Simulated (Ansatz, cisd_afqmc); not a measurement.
Species: Os, charge 0, quintet.

Total energies in def2-QZVPP, 8 correlated electrons, 4 frozen orbitals. Open shells are spin-unrestricted; no spin-orbit coupling. Cores are frozen in correlated methods (noble-gas shells, and filled d and f shells in the p block). Past Kr the def2 sets carry scalar-relativistic core potentials. The Monte Carlo rows (phaseless AFQMC, CISD trial, step 0.005/hartree) carry one-sigma bars that omit the constraint's bias. Outlying blocks are dropped, and bars are widened where a walk drifts. Over all cases where full CI ran beside it in this data, AFQMC minus full CI had a median of +0.1 mEh and passed +0.4 mEh in a tenth of the cases. The UHF reference of Os ([Os], quintet) is spin-contaminated (<S^2> up to 0.03 over the pure value in the sets run). The determinant of Os ([Os], quintet) is a saddle point of the SCF energy; a lower one exists, which strains HF and MP2.

```json
[
 {"method": "HF", "program": "Ansatz", "energy (Eh)": "-89.83933", "minus CCSDT(Q) (mEh)": "200.51"},
 {"method": "MP2", "program": "Ansatz", "energy (Eh)": "-90.02631", "minus CCSDT(Q) (mEh)": "13.52"},
 {"method": "CCSD", "program": "Ansatz", "energy (Eh)": "-90.03000", "minus CCSDT(Q) (mEh)": "9.84"},
 {"method": "CCSD(T)", "program": "Ansatz", "energy (Eh)": "-90.03918", "minus CCSDT(Q) (mEh)": "0.66"},
 {"method": "CCSDT(Q)", "program": "Ansatz", "energy (Eh)": "-90.03984", "minus CCSDT(Q) (mEh)": "0.00"},
 {"method": "AFQMC/CISD", "program": "cisd_afqmc", "energy (Eh)": "-90.0393 ± 0.0004", "minus CCSDT(Q) (mEh)": "0.5 ± 0.4"}
]
```

Ansatz is an electronic-structure program.
